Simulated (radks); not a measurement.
Neutral potassium inside a hard spherical wall (all orbitals vanish at R), configuration held at [Ar] 4s1 and not refilled when levels cross. Calculated with a radial shooting solver on a logarithmic mesh with Libxc functionals: non-relativistic Kohn-Sham, LDA (Slater exchange, VWN5 correlation), spin-polarised, spherical densities, point nucleus; open shells are filled with parallel spins first. Eigenvalues in eV for spin up, with the zero of energy where the potential of the charges vanishes at infinity; a dash marks a level that is unbound or too diffuse for the functional's potential to be trusted. A positive occupied level is held by the wall or, in an anion where self-interaction has pushed it up, behind a barrier. The pressure on the wall is -dE/dV.

| R (bohr) | E (hartree) | kinetic (hartree) | e(2p) | e(3s) | e(3p) | e(4s) | e(4p, empty) | e(5s, empty) | pressure (GPa) |
|---|---|---|---|---|---|---|---|---|---|
| free | -598.20603 | 597.180 | -279.76 | -34.826 | -18.836 | -2.618 | -0.974 | -0.070 | 0 |
| 15 | -598.20596 | 597.181 | -279.75 | -34.815 | -18.825 | -2.610 | -0.937 | 0.569 | 0.000625 |
| 12 | -598.20520 | 597.187 | -279.67 | -34.740 | -18.752 | -2.554 | -0.782 | 1.569 | 0.0108 |
| 7 | -598.16857 | 597.338 | -278.51 | -33.642 | -17.685 | -1.052 | 1.822 | 11.297 | 1.35 |
| 5 | -598.01931 | 597.816 | -276.54 | -31.950 | -16.059 | 3.712 | 8.531 | 31.583 | 15.6 |
| 4 | -597.70798 | 598.852 | -273.50 | -29.714 | -13.836 | 12.173 | 19.089 | 60.003 | 79.9 |
| 3.5 | -597.30935 | 600.224 | -270.01 | -27.356 | -11.378 | 21.568 | 29.986 | 87.324 | 216 |
| 3 | -596.43182 | 603.217 | -263.27 | -22.903 | -6.561 | 39.383 | 49.556 | 133.82 | 680 |
| 2.5 | -594.26336 | 610.200 | -249.83 | -13.594 | 3.724 | 75.904 | 87.670 | 219.77 | 2550 |
| 2 | -588.15420 | 627.816 | -222.64 | 8.843 | 28.226 | 158.73 | 170.14 | 397.39 | 11900 |
| 1.5 | -567.65207 | 678.783 | -165.79 | 76.968 | 98.825 | 378.43 | 378.65 | 830.46 | 77900 |
